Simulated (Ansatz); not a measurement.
`C#C[SiH3]` + `OC(F)F` → `FC(F)O[SiH3]` + acetylene  (ligand exchange at the Si–C bond)

Calculated with Ansatz (gas phase, PBE0-D4/def2-TZVP geometries, no zero-point term in ΔE). CBS: MP2 limit from def2 TZ/QZ plus the TZ coupled-cluster correction, frozen cores. This one scheme is used for every species. Functionals use def2-TZVPP. HSE06 is defined as in plane-wave codes. Each species was taken in one conformer, which may not be the lowest.

```
         level  ΔE (kJ/mol)  difference from CCSD(T)/CBS
       BLYP-D4        -41.3                          2.7
    r2SCANh-D4        -40.0                          4.0
           PBE        -29.4                         14.6
        revPBE        -26.7                         17.3
          BLYP        -38.2                          5.8
          PBE0        -32.9                         11.1
         HSE06        -32.5                         11.5
  MP2/def2-SVP        -37.0                          7.0
MP2/def2-TZVPP        -42.0                          2.0
  HF/CBS(def2)        -53.5                         -9.5
   CCSD(T)/CBS        -44.0                            0
```

Largest T1 diagnostic among the species: 0.013.

From PBE to PBE0 (25 % exact exchange), in def2-TZVPP and without D4, ΔE moves by −3.5 kJ/mol. In def2-TZVPP, CCSD(T) changes the Hartree–Fock value by +9.3 kJ/mol (the triples alone add +1.9 kJ/mol) and MP2 by +9.8 kJ/mol.
